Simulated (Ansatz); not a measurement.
Start from `C[O][Zr]([CH3])([Cl])[Cl]` and change one atom or group to get `C[NH][Zr]([Cl])([Cl])[O]C`.

Ansatz, PBE0-D4/def2-TZVP geometries, multiplicity 1. Each molecule was computed in one conformer, which needn't be the lowest.

Elements past krypton have def2 core potentials.

```tsv
property	`C[O][Zr]([CH3])([Cl])[Cl]`
HOMO energy (B3LYP/def2-TZVPP) / eV	-7.74
HOMO–LUMO gap (ωB97M-V/def2-TZVPP) / eV	10.93
HOMO–LUMO gap (PBE/def2-TZVPP) / eV	4.31
LUMO energy (ωB97M-V/def2-TZVPP) / eV	0.65
zero-point energy (PBE0-D4/def2-TZVP) / kJ/mol	205.4
size of the dipole moment (B3LYP/def2-TZVPP) / D	3.18
```

(1) What does the change do to each property? (Best estimate.)

## Answers

(1) Ansatz gave: 
```json
{"property": "HOMO energy (B3LYP/def2-TZVPP) / eV", "`C[NH][Zr]([Cl])([Cl])[O]C`": "-7.06", "shift": "0.68"}
{"property": "HOMO–LUMO gap (ωB97M-V/def2-TZVPP) / eV", "`C[NH][Zr]([Cl])([Cl])[O]C`": "10.39", "shift": "-0.54"}
{"property": "HOMO–LUMO gap (PBE/def2-TZVPP) / eV", "`C[NH][Zr]([Cl])([Cl])[O]C`": "4.02", "shift": "-0.29"}
{"property": "LUMO energy (ωB97M-V/def2-TZVPP) / eV", "`C[NH][Zr]([Cl])([Cl])[O]C`": "0.83", "shift": "0.18"}
{"property": "zero-point energy (PBE0-D4/def2-TZVP) / kJ/mol", "`C[NH][Zr]([Cl])([Cl])[O]C`": "256.0", "shift": "50.6"}
{"property": "size of the dipole moment (B3LYP/def2-TZVPP) / D", "`C[NH][Zr]([Cl])([Cl])[O]C`": "3.97", "shift": "0.79"}
```

With PBE0 the HOMO rises by 0.70 eV and the LUMO rises by 0.35 eV, so the gap narrows by about 0.35 eV. PBE moves the HOMO by 0.65 eV and ωB97M-V by 0.73 eV. The zero-point energy changes by 50.6 kJ/mol with +6 modes. Dipoles are sizes alone; their direction can turn.

B3LYP here is the variant with VWN-RPA as its local correlation; programs differ in this.
